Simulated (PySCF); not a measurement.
The numbers are results of PySCF with B3LYP-D3(BJ)/def2-TZVP // B3LYP-D3(BJ)/def2-SVP, not measurements. Gas-phase values, no solvent. One relaxed conformer stands for a flexible species; it need not be the lowest. B3LYP has the VWN-RPA correlation part, as in Gaussian. Delta-SCF ions had no search for a lower state. Excitations are Tamm–Dancoff values on a coarser integration grid. The basis has no diffuse functions, so Rydberg states are missing or too high.

Reference species (SMILES): `O=CC1=C[Si@@H](C(F)(F)F)C=C1` (O–C–C–C torsion 180°) (neutral, multiplicity 1).

```
Quantity                                  Result
--------------------------------------  --------
S1–T1 gap (TDA)                          0.83 eV
S1 excitation (TDA)                      3.26 eV
vertical ionisation energy (Delta-SCF)   9.49 eV
HOMO                                    -7.48 eV
```

After one change: the S1–T1 gap (TDA) drops by 0.07 eV; the S1 excitation (TDA) decreases by 0.17 eV; the vertical ionisation energy (Delta-SCF) decreases by 0.09 eV; the HOMO rises by 0.04 eV.

**Question.** What was changed between the two runs? The new species is one of these.
A) `O=C[Si]1(C(F)(F)F)C=CC=C1` (O–C–Si–C torsion 175°)
B) `O=C[Si@@H]1C=CC=C1C(F)(F)F` (O–C–Si–C torsion 113°)
C) `O=C[Si@@H]1C=CC(C(F)(F)F)=C1` (O–C–Si–C torsion 129°)
D) `O=CC1=CC=C[Si@@H]1C(F)(F)F` (O–C–C–Si torsion 1°)

**Answer.** D, `O=CC1=CC=C[Si@@H]1C(F)(F)F` (O–C–C–Si torsion 1°)
